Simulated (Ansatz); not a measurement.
`[F][Sn]([Cl])[SeH]` radical, one more setting.

```yaml
crystal:
  periodic: [false, false, false]
  atoms:
    - {symbol: F, position_ang: [-1.538790, 0.949484, -0.641617]}
    - {symbol: Sn, position_ang: [0.129414, 0.020826, -0.905008]}
    - {symbol: Cl, position_ang: [-0.490733, -2.125529, -1.595623]}
    - {symbol: Se, position_ang: [1.214870, -0.140253, 1.409673]}
    - {symbol: H, position_ang: [0.735038, 1.221774, 1.691274]}
basis:
  gaussian: {orbitals: def2-SVP, final_grid: {core_spheres: 8, valence_spheres: 7, degree: 23}}
magnetization: {spin_polarized: true, initial_magnetization: 1}
hamiltonian: {xc: {name: wB97}}
accuracy: high
output: {forces: true}
```

```sh
$ ansatz run in.yaml --threads 2 --pin off --events-out ev --progress --plain --max-ram 22528MiB --backend cpu
```

It prints (some lines left out):

```
Functional definition: wB97
1937 factors; integrals over basis functions are off by at most 1.5e-8 eV
515 factors; integrals over basis functions are off by at most 1.8e-9 eV
mean field evaluation 1: about -86426.2140 eV, gradient 2.7e1 eV
mean field evaluation 2: about -86424.9311 eV, gradient 3.8e1 eV
mean field evaluation 4: about -86429.4566 eV, gradient 1.1e0 eV
mean field evaluation 8: about -86429.4854 eV, gradient 6.1e-2 eV
mean field evaluation 16: about -86429.4855 eV, gradient 1.6e-3 eV
mean field evaluation 32: about -86429.4855 eV, gradient 1.4e-7 eV
mean field -86429.48550366 eV, -3176.2250082502 hartree, gradient 5.9e-8 eV, S^2 0.764715; 0 other end points of the search recorded, 0 dependent functions left out
reference -86429.48550292 eV, -3176.2250082228 hartree; 42, 41 occupied and 53, 54 virtual orbitals, 1937 factors
Total energy: -86429.48550292 eV, -3176.2250082228 hartree
Atom 0 at    -1.538790     0.949484    -0.641617 Å, force    -0.390293     0.201834     0.051046 eV/Å
Atom 1 at     0.129414     0.020826    -0.905008 Å, force     0.449860    -0.017857    -0.023443 eV/Å
Atom 2 at    -0.490733    -2.125529    -1.595623 Å, force    -0.076447    -0.202831    -0.071338 eV/Å
Atom 3 at     1.214870    -0.140253     1.409673 Å, force    -0.030169     0.130244     0.034898 eV/Å
Atom 4 at     0.735038     1.221774     1.691274 Å, force     0.047050    -0.111390     0.008838 eV/Å
Dipole moment:     0.495034     0.319955     0.057824 e Å
```

Hardware: 2 threads of an AMD EPYC 7R13 on a shared host. Wall time 5.5 s, peak host memory 0.38 GiB.
